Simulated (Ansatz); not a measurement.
A run for Ansatz (an electronic-structure program): U-CCSD(T)/def2-TZVPP on TeP, 2S+1 = 4, a spin state set in the input, which need not be the lowest, a point of a bond scan (R = 2.476 Å). Elements past Kr take the def2 small-core potentials; no spin–orbit coupling.

Ansatz 0.2 input:
```yaml
crystal:
  periodic: [false, false, false]
  atoms:
    - {symbol: P, position_ang: [0.00000000, 0.00000000, 0.00000000]}
    - {symbol: Te, position_ang: [0.00000000, 0.00000000, 2.47628000]}
basis:
  gaussian:
    orbitals: def2-TZVPP
    pivot_positions_ang: [[0.00000000, 0.00000000, 0.00000000], [0.00000000, 0.00000000, 2.47628000]]
magnetization: {spin_polarized: true, initial_magnetization: 3}
correlation: {method: ccsd_t, electrons: valence}
output: {orbitals: {seedname: ./end}}
```

Task: Give the final energy of this run.

Result: -608.2745 hartree (reference determinant -607.7301, T1 diagnostic 0.021).

Task: How many basis functions does it have, and what does it roughly cost on one machine?

Result: 92 functions; about 70 core-seconds (a rough figure).
